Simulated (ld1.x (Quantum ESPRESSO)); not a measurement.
**PBE PAW dataset for silver, scalar-relativistic all-electron reference.**

ld1.x (Quantum ESPRESSO) 7.5 input, shortened:

```
&input
   title='Ag', zed=47., rel=1, dft='PBE', iswitch=3,
   config='[Kr] 4d10 5s1 5p0'
 /
 &inputp
   pseudotype=3, lpaw=.true., tm=.true., lloc=-2, rcloc=1.10,
   nlcc=.true., new_core_ps=.true., rcore=1.15,
   which_augfun='BESSEL', rmatch_augfun=1.05
 /
6
4S  1  0   2.00   0.00  1.50  1.65  0.0
5S  2  0   1.00   0.00  1.50  1.65  0.0
4P  2  1   6.00   0.00  1.55  1.85  0.0
5P  3  1   0.00   0.00  1.55  1.85  0.0
4D  3  2  10.00   0.00  1.15  1.45  0.0
4D  3  2   0.00  -0.15  1.15  1.45  0.0
 &test
   configts(1)='4s2 4p6 4d10 5s1 5p0'
 /
```

Poles of the logarithmic derivatives, all-electron (AE) and pseudo (PS). s: poles at -6.9 (AE) and -6.9 (PS) Ry. p: poles at -4.1 (AE) and -7.8, -4.1 (PS) Ry. d: poles at 0.3 (AE) and 0.3 (PS) Ry. Test radius 2.00 bohr.

* Configuration tests: test run stopped at test 3 of 7 (negative rho)
* Lowest eigenvalue of the overlap operator: -0.23 (p channel); it is negative, so in a basis up to 400 Ry S is not positive definite and the file is unfit for use

The ghost test of this file was not conclusive. Its overlap operator is not positive definite in a basis up to 400 Ry (lowest eigenvalue p -0.23), so the file is unfit for use: the generalised eigenproblem breaks down once the basis is large enough, and its test numbers describe a broken file.
